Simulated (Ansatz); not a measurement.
# CHBrClF: where a starting geometry ends

The starting geometry of this gas-phase triplet was optimised with GFN2-xTB as a singlet; its bonds are those of `F[C@H](Cl)Br`.

```xyz
5

C    -1.0772    0.6316    1.9914
Br    0.4087   -0.6186    1.8403
Cl   -2.6427   -0.2056    1.9477
F    -0.9532    1.2934    3.1449
H    -1.0119    1.3404    1.1599
```

Q: Where would you expect an optimisation with PBE0-D3(BJ)/pcseg-1 to take it?

A: It falls apart into CHClF + Br. Contacts that open: C1–Br2 (1.95 → 3.51 Å).

The energy falls by 2.70 eV over 33 steps:

```csv
step,E − E(last) (eV)
1,2.702
5,0.145
8,0.047
12,0.032
15,0.028
19,0.019
22,0.009
26,0.001
29,0.000
33,0.000
```

Final geometry (Å):

```xyz
5

C    -1.2432    1.1263    2.4291
Br    0.4943   -1.5357    0.9490
Cl   -1.8482   -0.4877    2.5537
F    -2.1854    2.0519    2.5001
H    -0.4938    1.2863    1.6523
```

No frequencies were run, so the end isn't proven a minimum. Open shells are spin-unrestricted. The triplet needn't be the ground state. Run with Ansatz 0.2.0, 5.5 min on 1 thread of Arm Neoverse V1, with other jobs on the host.
